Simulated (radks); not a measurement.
Spherical quantum dot in the effective-mass picture: electrons in a well V = -V0 / (1 + exp((r - R)/a)) with V0 = 35.1, R = 1.4, a = 0.17, all in effective atomic units (hartree* = m*/eps^2 hartree, bohr* = eps/m* bohr), one dielectric constant everywhere. Method: non-relativistic Kohn-Sham, r2SCAN, spin-polarised, spherical densities, generalised Kohn-Sham scheme; computed with a radial shooting solver with Libxc functionals. Levels are named by radial order and angular momentum (1s, 1p, 1d, 2s, ...), and open shells are averaged over m.

N = 12, configuration 1s2 1p6 1d(up 4, down 0). This is the lowest configuration that the search found. Occupied and some empty levels:

level,occupation,eigenvalue (hartree*),<r> (bohr*)
1s up,1,-19.541,0.7414
1s down,1,-19.354,0.7297
1p up,3,-17.140,0.8604
1p down,3,-16.854,0.8560
1d up,4,-13.972,0.9485
1d down,0,-13.633,0.9474
2s up,0,-12.044,0.7715
2s down,0,-11.891,0.7771
1f up,0,-10.221,1.022
1f down,0,-9.8505,1.022
2p up,0,-7.8892,0.8930
2p down,0,-7.6659,0.8911

Energy (hartree*): total -267.177, kinetic 55.620, external -385.78, Hartree 74.727, exchange-correlation -11.744.
